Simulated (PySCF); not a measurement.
sulfuric acid cation (H₂O₄S), SMILES O=S(=O)(O)O (connectivity only; charge and spin as stated), charge +1, multiplicity 2.

Geometry: ωB97X-D3(BJ)/def2-SVP. The multiplicity is an assumed one; other spin states were not compared. Other conformers were not sampled.

These are ωB97X-D3(BJ)/def2-SVP (PySCF 2.14.0) values and carry that method's errors.

Frequencies are harmonic and unscaled.

A small imaginary wavenumber (i) marks a very flat motion, where grid noise or a shallow saddle decides the sign.

```tsv
mode	ν (cm⁻¹)	IR (km/mol)	moving atoms (share of kinetic energy)
1	18i	13.2	S 56 %, O 39 %
2	183	0.0	H 72 %, O 28 %
3	356	0.0	O 81 %, H 19 %
4	381	20.6	O 94 %
5	414	250.9	H 91 %
6	465	84.4	O 66 %, S 23 %, H 11 %
7	493	0.9	O 69 %, S 20 %, H 11 %
8	723	264.9	O 93 %
9	921	44.1	O 96 %
10	952	297.3	O 50 %, H 40 %, S 9 %
11	1080	152.8	H 87 %, O 13 %
12	1149	31.1	H 44 %, S 35 %, O 21 %
13	1258	215.2	O 56 %, S 43 %
14	3659	935.1	H 94 %
15	3671	4.1	H 94 %
```
